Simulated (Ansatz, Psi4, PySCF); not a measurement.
C2H5, doublet, at a GFN2-xTB geometry. Base run: PBE0/def2-SVP run with PySCF.

PySCF was given this input:
```python
from pyscf import gto, scf, dft

mol = gto.M(
    atom='''
C    -0.026147   -0.685649   -0.014718
C     0.009148    0.784300    0.016539
H     0.988175   -1.110004   -0.015687
H    -0.530880   -1.086909    0.864356
H    -0.521552   -1.050091   -0.914004
H     0.109216    1.306098    0.947834
H     0.057037    1.348999   -0.893424
''',
    basis='def2-svp',
    charge=0,
    spin=1,
    verbose=3,
)

mf = dft.UKS(mol)
mf.xc = 'pbe0'
mf.kernel()
```

The same geometry, method and basis name were run in Ansatz (a program for electronic structure) and Psi4 and PySCF, at each program's defaults and at the settings that a row names. The base is PySCF at its defaults. Differences at the defaults can come from grids, fitting, cores and function types together.

```json
[
 {"code and settings": "PySCF, defaults (exact integrals, its default grid, spherical functions)", "ΔE vs base (µEh)": "0.0", "basis functions": "53", "E (Eh)": "-78.99530", "SCF cycles": "9", "dipole (D)": "0.29"},
 {"code and settings": "Psi4, defaults (density fitting with its default set, its default grid, spherical functions)", "ΔE vs base (µEh)": "-32.9", "basis functions": "53", "E (Eh)": "-78.99534", "SCF cycles": "8", "dipole (D)": "0.29"},
 {"code and settings": "Ansatz, defaults (factorised integrals, its default grid, spherical functions)", "ΔE vs base (µEh)": "2.1", "basis functions": "53", "E (Eh)": "-78.99530", "SCF cycles": "-", "dipole (D)": "-"},
 {"code and settings": "PySCF, density fitting with def2-universal-jkfit", "ΔE vs base (µEh)": "-33.1", "basis functions": "53", "E (Eh)": "-78.99534", "SCF cycles": "9", "dipole (D)": "0.29"},
 {"code and settings": "PySCF, fine grid", "ΔE vs base (µEh)": "0.6", "basis functions": "53", "E (Eh)": "-78.99530", "SCF cycles": "9", "dipole (D)": "0.29"},
 {"code and settings": "Psi4, exact integrals, spherical functions, fine grid", "ΔE vs base (µEh)": "0.6", "basis functions": "53", "E (Eh)": "-78.99530", "SCF cycles": "12", "dipole (D)": "0.29"},
 {"code and settings": "Ansatz, high accuracy", "ΔE vs base (µEh)": "0.6", "basis functions": "53", "E (Eh)": "-78.99530", "SCF cycles": "-", "dipole (D)": "-"}
]
```

Open shells are given as the SCF converged; they aren't shown to be the lowest states, and a large step between rows can be another state.
